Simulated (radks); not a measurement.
Values are calculated unless marked as measured or tabulated.
Ionisation of the vanadium ion V+, [Ar] 3d4, to [Ar] 3d3 as the strength of local exchange is varied. Code: a radial shooting solver on a logarithmic mesh with Libxc functionals. Model: non-relativistic Kohn-Sham, Slater X-alpha exchange (alpha = 2/3 is LDA exchange), no correlation, spin-unpolarised, spherical densities, point nucleus.

| alpha | E(V+) (hartree) | exchange (hartree) | IE (eV) | -e of the level emptied (eV) | <r> of it (bohr) |
|---|---|---|---|---|---|
| 0.631 | -937.36693 | -38.70522 | 13.399 | 7.796 (3d) | 1.602 |
| 0.667 | -939.57779 | -41.01112 | 13.877 | 8.149 (3d) | 1.573 |
| 0.701 | -941.67066 | -43.19850 | 14.342 | 8.497 (3d) | 1.546 |
| 0.797 | -947.60527 | -49.42458 | 15.727 | 9.552 (3d) | 1.476 |
| 1.002 | -960.40269 | -62.96366 | 19.032 | 12.188 (3d) | 1.351 |

NIST Atomic Spectra Database: 14.63 eV (measured). The Delta-SCF value meets it near alpha = 0.72. Spin polarisation and multiplet splitting are left out, so open shells lie too high by an amount that depends on their filling.

Beside tabulated values, note that spin-unpolarised runs miss the spin-polarisation part of the exchange energy of open shells.
